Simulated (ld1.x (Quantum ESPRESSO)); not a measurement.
# Varying the ultrasoft potential for S (Z = 16)

Base potential:

- Element: sulfur
- Generator: ld1.x (Quantum ESPRESSO) 7.5
- Type: ultrasoft
- Functional: PBE
- Relativity: scalar-relativistic
- Frozen core: [Ne]
- Valence charge: 6
- Reference configuration: 3s1.5 3p4.5
- Partial waves: 3s (bound): rcut 0.95, rcutus 1.30 bohr; 3s channel at -0.3 Ry: rcut 0.95, rcutus 1.30 bohr; 3p (bound): rcut 0.95, rcutus 1.20 bohr; 3p channel at 2.6 Ry: rcut 0.95, rcutus 1.20 bohr; 3d channel at 0.05 Ry: rcut 0.80, rcutus 1.05 bohr
- Local potential: all-electron potential smoothed inside 0.80 bohr (lloc = -1)
- Core correction: Bessel-smoothed model core inside 1.05 bohr
- Augmentation charge: PSQ, inside the norm-conserving radii

Cutoffs, loose and tight: the cutoffs (Ry, on a coarse ladder) from which the occupation-weighted sum of valence levels, in a spherical-Bessel basis at the reference potential, stays within 10 and 1 mRy of its value at 400 Ry. They do not see the model core or the augmentation charge, which bear on the density cutoff. Test errors are all-electron minus pseudo excitation energies from the reference, over the configurations 3s2 3p4; 3s2 3p3; 3s2 3p2; 3s2 3p4.3; 3s0 3p6; 3s2 3p0; 3s1 3p4. A dash means not determined; rows that change the core or the reference have their own tests.

A true bound ghost makes a file unfit for plane-wave use even where its test errors are small: the radial tests pick states by their node count and pass the ghost by.

| change | outcome | cutoff, loose | cutoff, tight | bound ghosts | largest test error (meV) |
| --- | --- | --- | --- | --- | --- |
| base | generated | 30 Ry | 50 Ry | s | +16 |
| all radii but the core radius scaled by about 0.75 (s 0.98, p 0.90, d 0.78 bohr, rcut 0.70/0.70/0.60); local potential all-electron potential smoothed inside 0.60 bohr (lloc = -1) | failed: chargeps: negative rho | – | – | – | – |
| all radii but the core radius scaled by about 0.86 (s 1.12, p 1.02, d 0.90 bohr, rcut 0.82/0.82/0.68); local potential all-electron potential smoothed inside 0.68 bohr (lloc = -1) | failed: run_pseudo: Errors in PS-KS equation | – | – | – | – |
| all radii but the core radius scaled by about 0.90 (s 1.18, p 1.08, d 0.94 bohr, rcut 0.86/0.86/0.72); local potential all-electron potential smoothed inside 0.72 bohr (lloc = -1) | failed: chargeps: negative rho | – | – | – | – |
| all radii but the core radius scaled by about 1.05 (s 1.36, p 1.26, d 1.10 bohr, rcut 1.00/1.00/0.84); local potential all-electron potential smoothed inside 0.84 bohr (lloc = -1) | generated | 25 Ry | 40 Ry | none | +24 |
| all radii but the core radius scaled by about 1.24 (s 1.62, p 1.48, d 1.30 bohr, rcut 1.18/1.18/1.00); local potential all-electron potential smoothed inside 1.00 bohr (lloc = -1) | generated | 15 Ry | 35 Ry | none | +54 |
| all radii but the core radius scaled by about 1.31 (s 1.70, p 1.58, d 1.38 bohr, rcut 1.24/1.24/1.06); local potential all-electron potential smoothed inside 1.06 bohr (lloc = -1) | generated | 18 Ry | 30 Ry | none | +59 |
| all radii but the core radius scaled by about 1.40 (s 1.82, p 1.68, d 1.48 bohr, rcut 1.34/1.34/1.12); local potential all-electron potential smoothed inside 1.12 bohr (lloc = -1) | generated | 18 Ry | 30 Ry | none | +79 |

Q: What comes out with this change to the base: all radii but the core radius scaled by about 1.15 (s 1.50, p 1.38, d 1.20 bohr, rcut 1.10/1.10/0.92); local potential all-electron potential smoothed inside 0.92 bohr (lloc = -1)?

A: outcome: generated; cutoff, loose: 15 Ry; cutoff, tight: 35 Ry; bound ghosts: none; largest test error (meV): +47.

Reading the sweep of the scale of all radii but the core radius (base = 1) (base included, trends over the rows without a ghost): The loose cutoff is not monotonic: lowest 15 Ry at 1.15, highest 25 Ry at 1.05. The median size of the test errors (rows with all tests solved) stays near 0.3 meV. Bound ghosts are found at 1. The generation fails at 0.75, 0.86, 0.9.
